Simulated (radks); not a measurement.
Effect of the nuclear size on neutral palladium, [Kr] 4d10. Method: Dirac Kohn-Sham, exchange-only LDA, spin-unpolarised, spherical densities, finite nucleus; Fermi nuclear charge, rms radius 4.5318 fm; computed with a radial shooting solver on a logarithmic mesh with Libxc functionals. The rms radius is varied about that value; shifts are against it.

rms radius (fm)  total energy shift (eV)  density at nucleus (e/bohr^3)  1s1/2 shift (meV)  2s1/2 shift (meV)  3p1/2 shift (meV)  4s1/2 shift (meV)  5s1/2 (empty) shift (meV)
4.0061                            -0.546                      1.343e+05               -230              -25.5              0.264             -0.904                     -0.056
4.3823                            -0.161                      1.328e+05              -67.9              -7.53              0.078             -0.267                     -0.017
4.5318                                 0                      1.322e+05              0.000              0.000              0.000              0.000                      0.000
4.9215                             0.442                      1.308e+05                186               20.7             -0.214              0.732                      0.046
5.1934                             0.769                      1.299e+05                324               36.0             -0.372               1.27                      0.079

Slopes of the eigenvalues against <r^2> in GHz/fm^2, as finite differences over the two radii next to the reference (eigenvalue slopes, not the field-shift constants of lines): 1s1/2 12300, 2s1/2 1360, 3p1/2 -14.1, 4s1/2 48.2, 5s1/2 (empty) 2.99.
